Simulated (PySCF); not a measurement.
Compound: C₇H₁₀O.
Cartesian coordinates in Å at the GFN2-xTB level; atoms count from 1:
```xyz
18
C7H10O angstrom
C      1.339    1.257    0.787
C      0.225    0.357    0.347
C      0.256   -0.344   -0.783
C      1.375   -0.352   -1.786
O     -0.764   -1.182   -1.191
C     -1.845   -1.284   -0.374
C     -1.995   -0.642    0.773
C     -0.948    0.293    1.298
H      1.764    0.892    1.722
H      0.951    2.259    0.974
H      2.130    1.322    0.048
H      1.541    0.642   -2.196
H      1.105   -1.024   -2.596
H      2.300   -0.702   -1.333
H     -2.576   -1.965   -0.784
H     -2.890   -0.781    1.357
H     -0.605   -0.036    2.289
H     -1.371    1.299    1.436
```

Computed with TDDFT PBE0/def2-SVPD, vertical, gas phase, core orbitals frozen in the response (PySCF).

Broadening: Gaussians 0.3 eV wide at half height, area fixed by f = 4.319×10⁻⁹ ∫ε dν̃. The width is an assumption, not a result. The curve ends short of the highest state used, and states not computed would add to its high-energy end.

```
λ (nm)  ε (L mol⁻¹ cm⁻¹)
 192.3              2751
 194.6              3550
 196.8              3364
 199.1              2454
 201.3              1560
 203.5               989
 205.8               672
 208.0               466
 210.2               286
 212.5               142
 214.7                59
 217.0                20
 219.2                 6
 221.4                 2
 223.7                 2
 225.9                 6
 228.1                18
 230.4                57
 232.6               152
 234.9               361
 237.1               703
 239.3              1177
 241.6              1723
 243.8              2151
 246.0              2352
 248.3              2258
 250.5              1923
 252.8              1442
 255.0               981
 257.2               604
 259.5               328
 261.7               167
 263.9                78
 266.2                32
 268.4                13
 270.7                 5
```

**Question.** Where are the band maxima, and which computed states make them?

**Answer.** 246 nm (5.03 eV), ε about 2400, made up of S1 (100%); 195 nm (6.35 eV), ε about 3600, made up of S4 (19%) and S5 (80%) (ε in L mol⁻¹ cm⁻¹; maxima over ε = 5, shares over 10%). The states used: S1 5.03 eV (f 0.026); S2 5.37 eV (f 0.0000); S3 6.04 eV (f 0.0056); S4 6.29 eV (f 0.0087); S5 6.37 eV (f 0.032); S6 6.78 eV (f 0.0022); S7 6.95 eV (f 0.0007); S8 7.05 eV (f 0.015).

**Question.** Does any computed singlet lie in the visible range?

**Answer.** No computed singlet lies in the visible range (380 to 750 nm); the lowest, at 246 nm, stands 1.77 eV above its violet end (3.26 eV).

**Question.** On this curve, what absorbance would a 10⁻⁴ mol/L sample give at 222 nm over a 1 cm path?

**Answer.** 222 nm is 5.585 eV, where ε is about 1.9 L mol⁻¹ cm⁻¹, so A = ε c l ≈ 0.00019 (Beer–Lambert, with the gas-phase spectrum and the assumed width).

**Question.** Coming from long wavelengths, where does ε first pass 100 L mol⁻¹ cm⁻¹?

**Answer.** At about 263 nm (4.71 eV), 0.32 eV below S1.
